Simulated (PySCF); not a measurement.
MgHF, SMILES [F][MgH].

Geometry: r2SCAN-D4/def2-TZVPD.

Vertical ionisation energy (IE) and electron affinity (EA) in eV. Rows of orbital energies are one-electron estimates. Where ΔSCF, EOM or ADC give a negative EA the extra electron is unbound and the value depends on the basis.

```
level                                            IE    EA
---------------------------------------------  ----  ----
−ε(HOMO), −ε(LUMO), B3LYP/def2-TZVPD (PySCF)   8.14  1.29
−ε(HOMO), −ε(LUMO), r2SCAN/def2-TZVPD (PySCF)  7.28  1.12
```
